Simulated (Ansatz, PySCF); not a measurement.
Spin states of CeO2 (SMILES [O]=[Ce]=[O]), each relaxed with B3LYP-D3(BJ)/def2-TZVP.
State 1 (charge 0, multiplicity 1):
```xyz
3

Ce     0.22897    -0.20096     0.24499
O      1.20499     0.30628    -1.20547
O     -1.46722    -0.05795     0.89016
```
State 2 (charge 0, multiplicity 3):
```xyz
3

Ce     0.145    -0.125     0.151
O      1.373     0.285    -1.257
O     -1.551    -0.113     1.035
```

Singlets are restricted, other states unrestricted; no spin–orbit coupling, no relativity up to Kr; see below for the cores. The largest T1 diagnostic is 0.029.

Correlated levels freeze the inner cores; with def2 sets outer-core shells near the valence are correlated too.

Run with Ansatz (Gaussian orbitals); PySCF for the dispersion terms.  In def2 rows elements past Kr take small-core potentials, without spin–orbit coupling.

**Question.** What is the computed energy of the multiplicity-3 state less that of the multiplicity-1 state (r2SCANh/def2-TZVPP)?

**Answer.** 2.13 eV

**Question.** Predict the energy of the multiplicity-3 state less that of the multiplicity-1 state from B2PLYP-D3(BJ)/def2-TZVPP.

**Answer.** 2.64 eV

**Question.** Predict the energy of the multiplicity-3 state less that of the multiplicity-1 state from SVWN5/def2-TZVPP.

**Answer.** 2.55 eV

Ansatz is a first-principles code.
